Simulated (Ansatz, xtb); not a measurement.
Relative energy of two isomers of C5H7ClO

We compare X, `O=C[C@H]1C[C@H](Cl)C1`, a singlet, with Y, `O=C[C@@H]1CC[C@@H]1Cl`, a singlet. Both are isolated molecules in the gas phase, relaxed with B3LYP-D3(BJ)/def2-SVP; the shapes shown needn't be the lowest conformers.

X (Å):

```yaml
atoms:
  - { symbol: C, position_ang: [1.8022, 1.0256, 1.0536] }
  - { symbol: C, position_ang: [0.7393, -0.0435, 1.0628] }
  - { symbol: C, position_ang: [-0.6466, 0.4349, 1.5582] }
  - { symbol: C, position_ang: [-1.0481, 0.6504, 0.0879] }
  - { symbol: C, position_ang: [0.1220, -0.2404, -0.3665] }
  - { symbol: Cl, position_ang: [-2.6981, 0.1464, -0.4123] }
  - { symbol: O, position_ang: [1.6164, 2.1840, 1.3323] }
  - { symbol: H, position_ang: [2.8144, 0.6705, 0.7220] }
  - { symbol: H, position_ang: [1.1527, -0.9600, 1.5129] }
  - { symbol: H, position_ang: [-0.6574, 1.3218, 2.2054] }
  - { symbol: H, position_ang: [-1.2212, -0.3820, 2.0148] }
  - { symbol: H, position_ang: [-0.9275, 1.6950, -0.2252] }
  - { symbol: H, position_ang: [-0.1994, -1.2792, -0.5210] }
  - { symbol: H, position_ang: [0.7054, 0.0944, -1.2377] }
```

Y (Å):

```xyz
14

C     1.6212    0.6587    1.5834
C     0.8295    0.6339    0.2908
C    -0.4880    1.4419    0.3428
C    -1.2585    0.1258    0.6299
C    -0.0342   -0.6468    0.1149
Cl    0.4584   -2.1414    0.9981
O     1.3386    1.3303    2.5425
H     2.5179   -0.0097    1.5871
H     1.5327    0.8259   -0.5375
H    -0.7452    1.8903   -0.6268
H    -0.5206    2.2061    1.1306
H    -1.3994   -0.0338    1.7080
H    -2.2092   -0.0538    0.1083
H    -0.1215   -0.9318   -0.9410
```

Problem. Estimate which is lower in electronic energy at CCSD(T)/def2-SVP + ΔMP2/def2-TZVPP, and by roughly how much.

Solution. CCSD(T)/def2-SVP + ΔMP2/def2-TZVPP gives E(Y) − E(X) = +0.74 kcal/mol, slightly favouring structure X, which is too small a margin to settle the true order.

The same difference at several levels:

```csv
level,geometry,E(Y) − E(X) (kcal/mol),departure from the last row (kcal/mol),"job, with rough time for the two"
GFN2-xTB,GFN2-xTB,+0.69,−0.05,"optimisation, 1.3 s"
HF/STO-3G,GFN2-xTB,+0.45,−0.29,"single point, 1.9 s"
r2SCAN-D4/def2-SVP,GFN2-xTB,−0.02,−0.76,"single point, 11 s"
B3LYP-D3(BJ)/def2-SVP,B3LYP-D3(BJ)/def2-SVP,+0.15,−0.59,"optimisation, 4.5 min"
HF/def2-SVP,B3LYP-D3(BJ)/def2-SVP,+0.83,+0.09,part of the CCSD(T) run
MP2/def2-SVP,B3LYP-D3(BJ)/def2-SVP,+0.19,−0.55,part of the CCSD(T) run
CCSD(T)/def2-SVP,B3LYP-D3(BJ)/def2-SVP,+0.18,−0.56,single point
CCSD(T)/def2-SVP + ΔMP2/def2-TZVPP,B3LYP-D3(BJ)/def2-SVP,+0.74,,"single point, 3.6 min"
```

As drawn, both hold the same kinds of bond in the same numbers.

The largest departure from CCSD(T)/def2-SVP + ΔMP2/def2-TZVPP is that of r2SCAN-D4/def2-SVP, 0.76 kcal/mol. The last row adds to CCSD(T) the change of the MP2 difference between the two basis sets, here +0.56 kcal/mol.

With thermal terms from frequencies at re-optimised GFN2-xTB minima (ideal gas, soft modes damped towards free rotors, one conformer each, 298.15 K, 1 atm): the zero-point term adds +0.11 kcal/mol; ΔH is +0.83 and ΔG +0.84 kcal/mol.

The correlated steps freeze 11 core orbitals. Run with Ansatz 0.2.0, xtb 6.7.1; the last row on 2 threads of Intel(R) Xeon(R) Processor @ 2.50GHz (Skylake/Cascade Lake) on a shared host.
